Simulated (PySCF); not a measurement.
# Cl2H4N2Si: core ionisation energies

Species: Si(NH2)2Cl2.
Geometry (PBE0-D3(BJ)/def2-SVP, Å), atoms numbered from 1 in this order:
```
atom  x, y, z in Å
Si1   -0.3492   -0.0310   -0.2639
N2    -0.3626   -0.0120    1.4365
H3     0.0991    0.7399    1.9355
H4    -1.1615   -0.3797    1.9398
N5     1.2540    0.0386   -0.8248
H6     1.9358   -0.6435   -0.5134
H7     1.4499    0.3855   -1.7563
Cl8   -1.2940    1.5504   -1.2085
Cl9   -1.4388   -1.7175   -0.7706
```

The calculation used delta-SCF UKS SCAN, pcX-2 on the ionised atom, pcseg-1 elsewhere, spin-free X2C in PySCF. Binding energies are ΔSCF values: E(core-ionised, relaxed orbitals) − E(ground state) at a fixed geometry, referred to the vacuum level.

**Question.** List the computed XPS lines with their assignment.

**Answer.** 
```
atom(s)                     environment     level  binding energy (eV)  2p1/2 (eV)  count
Cl8/Cl9           chlorine bonded to Si     Cl 1s              2828.46           –      2
    Si1  silicon bonded to 2 Cl and 2 N     Si 1s              1848.86           –      1
  N2/N5   nitrogen bonded to Si and 2 H      N 1s               405.31           –      2
Cl8/Cl9           chlorine bonded to Si  Cl 2p3/2               205.87      207.53      2
    Si1  silicon bonded to 2 Cl and 2 N  Si 2p3/2               108.65      109.28      1
```

**Question.** Which photon wavelength matches the Cl 1s of Cl8/Cl9 threshold?

**Answer.** λ = hc/E = 12398.42 eV Å / 2828.46 eV = 4.383 Å.

**Question.** Express the binding energy of Cl 1s of Cl8/Cl9 in atomic units and per mole.

**Answer.** 2828.46 eV = 103.9440 Eh = 272905 kJ/mol.

Atoms equivalent by their bonding share one computed value, that of the first of them. The 2p values aren't plain energy differences: one relaxed spin-free 2p hole is combined with a matrix within the shell (ground-state 2p orbital-energy differences and spin–orbit coupling). 2p3/2, the mean of its two sublevels, lies a third of the splitting below the shell's mean and 2p1/2 two thirds above it; the statistical areas are 2:1. 2p1/2 minus 2p3/2 (ligand field included): Si 0.63 eV, Cl 1.65 eV. The structure is a single PBE0-D3(BJ)/def2-SVP conformer in the gas phase; no vibrational or solvent corrections.
